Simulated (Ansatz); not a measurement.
Ansatz (an electronic-structure program) job for C2H7BO3, SMILES C[C@H](O)B(O)O, PBE0-D3(BJ)/def2-SVP. 

Ansatz 0.2 input:
```yaml
crystal:
  periodic: [false, false, false]
  atoms:
    - {symbol: C, position_ang: [-1.74992338, -0.46106619, 0.61111330]}
    - {symbol: C, position_ang: [-0.69227767, 0.48359572, 0.03287201]}
    - {symbol: O, position_ang: [-0.89501445, 0.68221462, -1.37158332]}
    - {symbol: B, position_ang: [0.81532970, -0.07304009, 0.22234485]}
    - {symbol: O, position_ang: [1.60971078, -0.27242026, -0.85199271]}
    - {symbol: O, position_ang: [1.26659599, -0.33289426, 1.46380974]}
    - {symbol: H, position_ang: [-1.54243753, -0.62890668, 1.66310173]}
    - {symbol: H, position_ang: [-1.72050334, -1.41589608, 0.09101259]}
    - {symbol: H, position_ang: [-2.74908311, -0.03661317, 0.50859616]}
    - {symbol: H, position_ang: [-0.79467219, 1.45641044, 0.54034203]}
    - {symbol: H, position_ang: [-1.81068043, 0.95035314, -1.50797090]}
    - {symbol: H, position_ang: [1.17553815, -0.05250649, -1.67895668]}
    - {symbol: H, position_ang: [2.16805761, -0.65801889, 1.48636907]}
basis:
  gaussian:
    orbitals: def2-SVP
hamiltonian:
  xc: pbe0
  dispersion: d3bj
relax: {f_tol: 0.002, max_steps: 200}
```

Program output:

```
WARN ansatz: RAYON_NUM_THREADS=2 ignored (pool sized by the plan → 2); use --threads N
Functional definition: PBE0
integrals: 0.08 GiB planned
1307 factors; integrals over basis functions are off by at most 3.3e-4 eV
mean field: 0.64 GiB planned
mean field evaluation 1: about -8982.2801 eV, gradient 7.1e1 eV
mean field evaluation 2: about -8978.1090 eV, gradient 8.7e1 eV
mean field evaluation 4: about -8991.7998 eV, gradient 2.3e0 eV
mean field evaluation 8: about -8991.8682 eV, gradient 1.4e-1 eV
mean field evaluation 16: about -8991.8682 eV, gradient 1.4e-5 eV
mean field -8991.86820157 eV, -330.4450615004 hartree, gradient 1.4e-5 eV, S^2 0.000000; 0 other end points of the search recorded, 0 dependent functions left out
the calculation of the forces begins
reference -8991.86822702 eV, -330.4450624357 hartree; 24, 24 occupied and 95, 95 virtual orbitals, 1307 factors
relax step   1: F+E_penalty+E_count = -8992.07130805 eV  Δ(F+E_penalty+E_count) = +0.000e0 eV  max|allowed force component| = 8.207e-1 eV/Å  Δτ_max = 0.0000 Å  (27 SCF iters, accepted)
these checks for a lower state are left out or cut short: starts, cluster_reference, orbital_swaps, neighbouring_geometries, increment
integrals: 0.08 GiB planned
1307 factors; integrals over basis functions are off by at most 3.3e-4 eV
mean field: 0.64 GiB planned
mean field -8991.91250302 eV, -330.4466895487 hartree, gradient 8.7e-6 eV, S^2 0.000000; 0 other end points of the search recorded, 0 dependent functions left out
the calculation of the forces begins
reference -8991.91252837 eV, -330.4466904802 hartree; 24, 24 occupied and 95, 95 virtual orbitals, 1307 factors
relax step   2: F+E_penalty+E_count = -8992.11662862 eV  Δ(F+E_penalty+E_count) = -4.532e-2 eV  max|allowed force component| = 3.422e-1 eV/Å  Δτ_max = 0.0575 Å  (30 SCF iters, accepted)
these checks for a lower state are left out or cut short: starts, cluster_reference, orbital_swaps, neighbouring_geometries, increment
integrals: 0.08 GiB planned
1307 factors; integrals over basis functions are off by at most 3.4e-4 eV
mean field: 0.64 GiB planned
mean field -8991.92361928 eV, -330.4470980639 hartree, gradient 8.3e-6 eV, S^2 0.000000; 0 other end points of the search recorded, 0 dependent functions left out
the calculation of the forces begins
reference -8991.92364460 eV, -330.4470989943 hartree; 24, 24 occupied and 95, 95 virtual orbitals, 1307 factors
relax step   3: F+E_penalty+E_count = -8992.12816760 eV  Δ(F+E_penalty+E_count) = -1.154e-2 eV  max|allowed force component| = 1.544e-1 eV/Å  Δτ_max = 0.0435 Å  (30 SCF iters, accepted)
these checks for a lower state are left out or cut short: starts, cluster_reference, orbital_swaps, neighbouring_geometries, increment
integrals: 0.08 GiB planned
1307 factors; integrals over basis functions are off by at most 3.5e-4 eV
mean field: 0.64 GiB planned
mean field evaluation 32: about -8991.8637 eV, gradient 1.5e0 eV
mean field -8991.92679916 eV, -330.4472149221 hartree, gradient 8.2e-6 eV, S^2 0.000000; 0 other end points of the search recorded, 0 dependent functions left out
the calculation of the forces begins
reference -8991.92682444 eV, -330.4472158513 hartree; 24, 24 occupied and 95, 95 virtual orbitals, 1307 factors
relax step   4: F+E_penalty+E_count = -8992.13147213 eV  Δ(F+E_penalty+E_count) = -3.305e-3 eV  max|allowed force component| = 1.400e-1 eV/Å  Δτ_max = 0.0273 Å  (30 SCF iters, accepted)
these checks for a lower state are left out or cut short: starts, cluster_reference, orbital_swaps, neighbouring_geometries, increment
integrals: 0.08 GiB planned
1307 factors; integrals over basis functions are off by at most 3.7e-4 eV
mean field: 0.64 GiB planned
mean field -8991.92805431 eV, -330.4472610480 hartree, gradient 8.2e-6 eV, S^2 0.000000; 0 other end points of the search recorded, 0 dependent functions left out
the calculation of the forces begins
reference -8991.92807963 eV, -330.4472619786 hartree; 24, 24 occupied and 95, 95 virtual orbitals, 1307 factors
relax step   5: F+E_penalty+E_count = -8992.13283261 eV  Δ(F+E_penalty+E_count) = -1.360e-3 eV  max|allowed force component| = 6.912e-2 eV/Å  Δτ_max = 0.0250 Å  (30 SCF iters, accepted)
these checks for a lower state are left out or cut short: starts, cluster_reference, orbital_swaps, neighbouring_geometries, increment
integrals: 0.08 GiB planned
1307 factors; integrals over basis functions are off by at most 3.7e-4 eV
mean field: 0.64 GiB planned
mean field -8991.92854351 eV, -330.4472790258 hartree, gradient 1.7e-5 eV, S^2 0.000000; 0 other end points of the search recorded, 0 dependent functions left out
the calculation of the forces begins
reference -8991.92856884 eV, -330.4472799567 hartree; 24, 24 occupied and 95, 95 virtual orbitals, 1307 factors
relax step   6: F+E_penalty+E_count = -8992.13322187 eV  Δ(F+E_penalty+E_count) = -3.893e-4 eV  max|allowed force component| = 1.489e-2 eV/Å  Δτ_max = 0.0078 Å  (24 SCF iters, accepted)
these checks for a lower state are left out or cut short: starts, cluster_reference, orbital_swaps, neighbouring_geometries, increment
integrals: 0.08 GiB planned
1307 factors; integrals over basis functions are off by at most 3.7e-4 eV
mean field: 0.64 GiB planned
mean field -8991.92858899 eV, -330.4472806972 hartree, gradient 5.4e-6 eV, S^2 0.000000; 0 other end points of the search recorded, 0 dependent functions left out
the calculation of the forces begins
reference -8991.92861432 eV, -330.4472816283 hartree; 24, 24 occupied and 95, 95 virtual orbitals, 1307 factors
relax step   7: F+E_penalty+E_count = -8992.13324364 eV  Δ(F+E_penalty+E_count) = -2.177e-5 eV  max|allowed force component| = 3.661e-3 eV/Å  Δτ_max = 0.0024 Å  (24 SCF iters, accepted)
these checks for a lower state are left out or cut short: starts, cluster_reference, orbital_swaps, neighbouring_geometries, increment
integrals: 0.08 GiB planned
1307 factors; integrals over basis functions are off by at most 3.7e-4 eV
mean field: 0.64 GiB planned
mean field -8991.92858433 eV, -330.4472805262 hartree, gradient 9.3e-6 eV, S^2 0.000000; 0 other end points of the search recorded, 0 dependent functions left out
the calculation of the forces begins
reference -8991.92860968 eV, -330.4472814576 hartree; 24, 24 occupied and 95, 95 virtual orbitals, 1307 factors
relax step   8: F+E_penalty+E_count = -8992.13325623 eV  Δ(F+E_penalty+E_count) = -1.260e-5 eV  max|allowed force component| = 1.148e-2 eV/Å  Δτ_max = 0.0044 Å  (23 SCF iters, accepted)
these checks for a lower state are left out or cut short: starts, cluster_reference, orbital_swaps, neighbouring_geometries, increment
integrals: 0.08 GiB planned
1307 factors; integrals over basis functions are off by at most 3.7e-4 eV
mean field: 0.64 GiB planned
mean field evaluation 64: about -8991.8725 eV, gradient 3.1e-1 eV
mean field -8991.92863440 eV, -330.4472823661 hartree, gradient 2.1e-5 eV, S^2 0.000000; 0 other end points of the search recorded, 0 dependent functions left out
the calculation of the forces begins
reference -8991.92865975 eV, -330.4472832978 hartree; 24, 24 occupied and 95, 95 virtual orbitals, 1307 factors
relax step   9: F+E_penalty+E_count = -8992.13327476 eV  Δ(F+E_penalty+E_count) = -1.852e-5 eV  max|allowed force component| = 4.378e-3 eV/Å  Δτ_max = 0.0037 Å  (23 SCF iters, accepted)
these checks for a lower state are left out or cut short: starts, cluster_reference, orbital_swaps, neighbouring_geometries, increment
integrals: 0.08 GiB planned
1307 factors; integrals over basis functions are off by at most 3.7e-4 eV
mean field: 0.64 GiB planned
mean field -8991.92868786 eV, -330.4472843308 hartree, gradient 1.5e-5 eV, S^2 0.000000; 0 other end points of the search recorded, 0 dependent functions left out
the calculation of the forces begins
reference -8991.92871323 eV, -330.4472852629 hartree; 24, 24 occupied and 95, 95 virtual orbitals, 1307 factors
relax step  10: F+E_penalty+E_count = -8992.13328569 eV  Δ(F+E_penalty+E_count) = -1.094e-5 eV  max|allowed force component| = 3.693e-3 eV/Å  Δτ_max = 0.0059 Å  (23 SCF iters, accepted)
these checks for a lower state are left out or cut short: starts, cluster_reference, orbital_swaps, neighbouring_geometries, increment
integrals: 0.08 GiB planned
1307 factors; integrals over basis functions are off by at most 3.7e-4 eV
mean field: 0.64 GiB planned
mean field -8991.92870042 eV, -330.4472847923 hartree, gradient 6.4e-6 eV, S^2 0.000000; 0 other end points of the search recorded, 0 dependent functions left out
the calculation of the forces begins
reference -8991.92872579 eV, -330.4472857245 hartree; 24, 24 occupied and 95, 95 virtual orbitals, 1307 factors
relax step  11: F+E_penalty+E_count = -8992.13328612 eV  Δ(F+E_penalty+E_count) = -4.277e-7 eV  max|allowed force component| = 5.289e-3 eV/Å  Δτ_max = 0.0013 Å  (22 SCF iters, accepted)
these checks for a lower state are left out or cut short: starts, cluster_reference, orbital_swaps, neighbouring_geometries, increment
integrals: 0.08 GiB planned
1307 factors; integrals over basis functions are off by at most 3.7e-4 eV
mean field: 0.64 GiB planned
mean field -8991.92869670 eV, -330.4472846555 hartree, gradient 5.1e-5 eV, S^2 0.000000; 0 other end points of the search recorded, 0 dependent functions left out
the calculation of the forces begins
reference -8991.92872206 eV, -330.4472855876 hartree; 24, 24 occupied and 95, 95 virtual orbitals, 1307 factors
relax step  12: F+E_penalty+E_count = -8992.13328479 eV  Δ(F+E_penalty+E_count) = +1.331e-6 eV  max|allowed force component| = 4.979e-3 eV/Å  Δτ_max = 0.0010 Å  (20 SCF iters, rejected (line search))
these checks for a lower state are left out or cut short: starts, cluster_reference, orbital_swaps, neighbouring_geometries, increment
integrals: 0.08 GiB planned
1307 factors; integrals over basis functions are off by at most 3.7e-4 eV
mean field: 0.64 GiB planned
mean field -8991.92869948 eV, -330.4472847577 hartree, gradient 3.7e-5 eV, S^2 0.000000; 0 other end points of the search recorded, 0 dependent functions left out
the calculation of the forces begins
reference -8991.92872484 eV, -330.4472856898 hartree; 24, 24 occupied and 95, 95 virtual orbitals, 1307 factors
relax step  13: F+E_penalty+E_count = -8992.13328779 eV  Δ(F+E_penalty+E_count) = -1.667e-6 eV  max|allowed force component| = 8.634e-4 eV/Å  Δτ_max = 0.0003 Å  (19 SCF iters, accepted)
integrals: 0.08 GiB planned
1307 factors; integrals over basis functions are off by at most 3.7e-4 eV
mean field: 0.64 GiB planned
mean field evaluation 96: about -8991.8723 eV, gradient 4.1e-1 eV
mean field -8991.92869948 eV, -330.4472847577 hartree, gradient 3.7e-5 eV, S^2 0.000000; 1 other end points of the search recorded, 0 dependent functions left out
the calculation of the forces begins
reference -8991.92872484 eV, -330.4472856898 hartree; 24, 24 occupied and 95, 95 virtual orbitals, 1307 factors
Total energy: -8992.13331315 eV, -330.4548041715 hartree
Atom 0 at    -1.735444    -0.461324     0.617950 Å, force    -0.000163    -0.000109    -0.000328 eV/Å
Atom 1 at    -0.687255     0.470958     0.030171 Å, force     0.000215     0.000294     0.000863 eV/Å
Atom 2 at    -0.842070     0.637050    -1.374949 Å, force    -0.000114    -0.000100    -0.000615 eV/Å
Atom 3 at     0.795921    -0.068264     0.226183 Å, force     0.000433    -0.000382     0.000211 eV/Å
Atom 4 at     1.579420    -0.244448    -0.866009 Å, force    -0.000257     0.000131     0.000005 eV/Å
Atom 5 at     1.254241    -0.348231     1.473203 Å, force    -0.000250    -0.000070     0.000634 eV/Å
Atom 6 at    -1.564958    -0.605460     1.695165 Å, force     0.000132     0.000112    -0.000220 eV/Å
Atom 7 at    -1.698283    -1.447818     0.129818 Å, force    -0.000084     0.000005     0.000098 eV/Å
Atom 8 at    -2.755725    -0.060015     0.489538 Å, force     0.000113    -0.000089     0.000033 eV/Å
Atom 9 at    -0.760278     1.453150     0.543176 Å, force    -0.000158     0.000219    -0.000060 eV/Å
Atom 10 at    -1.723505     0.974117    -1.563860 Å, force    -0.000204     0.000019     0.000011 eV/Å
Atom 11 at     1.054624     0.006876    -1.642493 Å, force     0.000205    -0.000064    -0.000143 eV/Å
Atom 12 at     2.163951    -0.665380     1.451166 Å, force     0.000130     0.000034    -0.000489 eV/Å
Dipole moment:    -0.248529     0.089695    -0.055742 e Å
```

The calculation finished and met its thresholds.
